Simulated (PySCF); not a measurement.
## Peak assignment

Geometry (Å), atoms numbered from 1 in this order:
```xyz
26

C     1.2969   -1.3785    0.2982
C     0.7272   -0.0437   -0.1793
C     1.8219    1.0327   -0.1231
C     2.9758    0.6987   -1.0197
N     4.1949    0.6416   -0.7364
C    -0.4892    0.3852    0.6626
C    -1.8456    0.1580   -0.0166
C    -2.1213   -1.3004   -0.3621
C    -2.9720    0.7448    0.8303
F    -1.8281    0.8714   -1.2210
H     0.5472   -2.1642    0.2590
H     1.6478   -1.2915    1.3253
H     2.1394   -1.6752   -0.3234
H     0.4159   -0.1404   -1.2241
H     1.4035    1.9828   -0.4687
H     2.1704    1.1600    0.9064
H     2.7134    0.4861   -2.0538
H     4.4177    0.8452    0.2389
H    -0.4914   -0.1457    1.6150
H    -0.4184    1.4531    0.8801
H    -3.0959   -1.3868   -0.8370
H    -1.3728   -1.6767   -1.0534
H    -2.1142   -1.9034    0.5410
H    -3.9218    0.6387    0.3119
H    -2.7937    1.8026    1.0091
H    -3.0285    0.2282    1.7840
```

Gas phase, rapidly exchanging positions averaged, non-relativistic Hamiltonian, one computed conformer. PBE0/pcSseg-1 with gauge-including orbitals; structure optimised with GFN2-xTB; PySCF 2.14.0 with density-fitted response routines.

Scale: $^{13}$C (σ = 186.93 ppm), $^{1}$H (σ = 31.72 ppm) vs TMS (reference shieldings calculated alike).

Question: Assign these signals to the numbered atoms. $^{13}$C{$^{1}$H} NMR (computed): δ 178.6 (CH), 95.9 (C), 57.7 (CH2), 52.4 (CH2), 31.7 (CH3), 27.7 (CH), 26.8 (CH3), 24.5 (CH3).

Answer: 
```tsv
δ (ppm)	atoms	environment	reason
178.6	C4	carbon bonded to C, N, H	–
95.9	C7	carbon bonded to 3 C, F	–
57.7	C3	carbon bonded to 2 C, 2 H	–
52.4	C6	carbon bonded to 2 C, 2 H	–
31.7	C9	carbon bonded to C, 3 H	–
27.7	C2	carbon bonded to 3 C, H	–
26.8	C8	carbon bonded to C, 3 H	–
24.5	C1	carbon bonded to C, 3 H	–
```

C2 and C8 lie closer than the usual error of such a calculation, so a measured spectrum could show them in the other order.

Question: Assign these signals to the numbered atoms. $^{1}$H NMR (600 MHz, computed): δ 10.76 (br s, 1H), 7.80 (m, 1H), 2.52 (m, 1H), 2.13 (m, 1H), 1.58 (m, 1H), 1.46 (m, 1H), 1.37 (m, 3H), 1.36 (m, 3H), 1.04 (m, 1H), 0.92 (d, 3H).

Answer: 
```tsv
δ (ppm)	atoms	environment	reason
10.76	H18	hydrogen on a nitrogen bonded to C	–
7.80	H17	hydrogen on a carbon bonded to C, N	–
2.52	H15	hydrogen on a carbon bonded to 2 C	–
2.13	H14	hydrogen on a carbon bonded to 3 C	–
1.58	H20	hydrogen on a carbon bonded to 2 C	–
1.46	H16	hydrogen on a carbon bonded to 2 C	–
1.37	H24/H25/H26	hydrogen on a carbon bonded to C	–
1.36	H21/H22/H23	hydrogen on a carbon bonded to C	–
1.04	H19	hydrogen on a carbon bonded to 2 C	–
0.92	H11/H12/H13	hydrogen on a carbon bonded to C	–
```

H20 and H16; H16 and H24/H25/H26; H24/H25/H26 and H21/H22/H23; H19 and H11/H12/H13 lie closer than the usual error of such a calculation, so a measured spectrum could show them in the other order.

OH/NH shifts are gas-phase values; hydrogen bonding in solution moves them, usually downfield. Splittings by $^{19}$F in the carbon and heteronuclear signals aren't shown, as no couplings were computed. Shifts are as computed. Against solution values, carbons near 30 ppm lie about +3 ppm off and those near 130 ppm about +5 ppm. Of 1211 compounds with measured shifts, 218 miss one by over three times the rms of a fit or turn the order of signals round; such compounds aren't used in these exercises. No couplings were computed; multiplicities are counted from neighbouring protons, with m where these are inequivalent, close in shift, in a saturated or five-membered ring or joined by F or P, and br s for small geminal =CH2 splittings.
